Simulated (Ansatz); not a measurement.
Kohn–Sham single points on `FC1=C(F)[SiH2]1`.

```yaml
crystal:
  periodic: [false, false, false]
  atoms:
    - {symbol: F, position_ang: [0.324470, -1.537610, 1.672047]}
    - {symbol: C, position_ang: [0.115338, -0.697262, 0.679256]}
    - {symbol: C, position_ang: [-0.484917, -0.692197, -0.501334]}
    - {symbol: F, position_ang: [-1.166772, -1.525013, -1.260969]}
    - {symbol: Si, position_ang: [0.271597, 0.920638, -0.136157]}
    - {symbol: H, position_ang: [-0.533516, 2.097381, 0.278251]}
    - {symbol: H, position_ang: [1.535000, 1.365962, -0.776596]}
basis:
  gaussian: {orbitals: def2-TZVPP}
hamiltonian: {xc: {name: wB97M-V}}
output: {forces: true, orbitals: {seedname: orbitals}}
```

```sh
$ ansatz run in.yaml --threads 2 --pin off --events-out ev --progress --plain --max-ram 4352MiB
```

It prints (some lines left out):

```
Functional definition: wB97M-V
1081 factors; their error is unknown
226 factors; integrals over basis functions are off by at most 7.8e-6 eV
mean field evaluation 1: about -15413.8967 eV, gradient 3.2e1 eV
mean field evaluation 2: about -15415.1164 eV, gradient 2.2e1 eV
mean field evaluation 4: about -15415.9324 eV, gradient 1.5e0 eV
mean field evaluation 8: about -15415.9561 eV, gradient 5.1e-2 eV
mean field evaluation 16: about -15415.9561 eV, gradient 8.6e-5 eV
mean field -15415.95612045 eV, -566.5259381163 hartree, gradient 8.6e-5 eV, S^2 0.000000; 0 other end points of the search recorded, 0 dependent functions left out
reference -15415.95616227 eV, -566.5259396530 hartree; 23, 23 occupied and 171, 171 virtual orbitals, 1081 factors
Total energy: -15415.95616227 eV, -566.5259396530 hartree
Atom 0 at     0.324470    -1.537610     1.672047 Å, force     0.026754    -0.247451     0.224043 eV/Å
Atom 1 at     0.115338    -0.697262     0.679256 Å, force    -0.042601     0.267042    -0.268703 eV/Å
Atom 2 at    -0.484917    -0.692197    -0.501334 Å, force     0.192925     0.265166     0.194456 eV/Å
Atom 3 at    -1.166772    -1.525013    -1.260969 Å, force    -0.166115    -0.245876    -0.155258 eV/Å
Atom 4 at     0.271597     0.920638    -0.136157 Å, force     0.046090     0.163008    -0.022647 eV/Å
Atom 5 at    -0.533516     2.097381     0.278251 Å, force     0.105657    -0.148392    -0.054373 eV/Å
Atom 6 at     1.535000     1.365962    -0.776596 Å, force    -0.162711    -0.053498     0.082482 eV/Å
Dipole moment:     0.101300     0.358554    -0.049972 e Å
```

Run time 11 s (2 threads of an Arm Neoverse V2 on a shared host); peak host memory 0.51 GiB.

Changing it to `hamiltonian: {xc: {name: revPBE}, dispersion: d4}` and no forces (abridged; 2 s):

```
Functional definition: revPBE
mean field evaluation 16: about -15414.6505 eV, gradient 4.9e-5 eV
mean field -15414.65051728 eV, -566.4779580848 hartree, gradient 4.9e-5 eV, S^2 0.000000
Total energy: -15415.07014627 eV, -566.4933791656 hartree
```

With the line `hamiltonian: {xc: {name: B2PLYP}}` and no forces (abridged; 5.5 s):

```
Functional definition: B2PLYP
mean field evaluation 16: about -15402.4304 eV, gradient 2.6e-5 eV
mean field -15402.43035249 eV, -566.0288753118 hartree, gradient 3.5e-6 eV, S^2 0.000000
9 core orbitals not correlated: weight in the atoms' cores, before any rotation towards them, 1.000 or more for the frozen orbitals, at most 0.000 for the correlated occupied ones
second order -30.02512457 eV of doubles, -0.00000000 eV of singles
Total energy: -15410.53727951 eV, -566.3267993847 hartree
```

Changing it to `hamiltonian: {xc: {name: LC-wPBE}}` and no forces (abridged; 2.6 s):

```
Functional definition: LC-wPBE
mean field evaluation 16: about -15411.4553 eV, gradient 4.1e-5 eV
mean field -15411.45529275 eV, -566.3605357488 hartree, gradient 4.1e-5 eV, S^2 0.000000
Total energy: -15411.45529275 eV, -566.3605357491 hartree
```

Changing it to `hamiltonian: {xc: {name: CAM-B3LYP}, dispersion: d4}` and no forces (abridged; 3.5 s):

```
Functional definition: CAM-B3LYP
mean field evaluation 16: about -15416.2975 eV, gradient 3.9e-5 eV
mean field -15416.29754845 eV, -566.5384853636 hartree, gradient 3.9e-5 eV, S^2 0.000000
Total energy: -15416.41032596 eV, -566.5426298608 hartree
```

Changing it to `hamiltonian: {xc: {name: B3LYP}, dispersion: d4}` (abridged; 3.9 s):

```
Functional definition: B3LYP
mean field evaluation 16: about -15419.0889 eV, gradient 6.1e-5 eV
mean field -15419.08891061 eV, -566.6410660310 hartree, gradient 6.1e-5 eV, S^2 0.000000
Total energy: -15419.30636442 eV, -566.6490573114 hartree
Atom 0 force     0.062181    -0.308089     0.335561 eV/Å
Atom 1 force    -0.068286     0.234417    -0.296449 eV/Å
Atom 2 force     0.200094     0.232261     0.231331 eV/Å
Atom 3 force    -0.235552    -0.305623    -0.249993 eV/Å
Atom 4 force     0.066358     0.234753    -0.032649 eV/Å
Atom 5 force     0.057085    -0.068428    -0.029333 eV/Å
Atom 6 force    -0.081881    -0.019290     0.041533 eV/Å
Dipole moment:     0.100388     0.355323    -0.049520 e Å
```

B3LYP takes the VWN-RPA correlation (the form of Gaussian; ORCA's B3LYP/G).
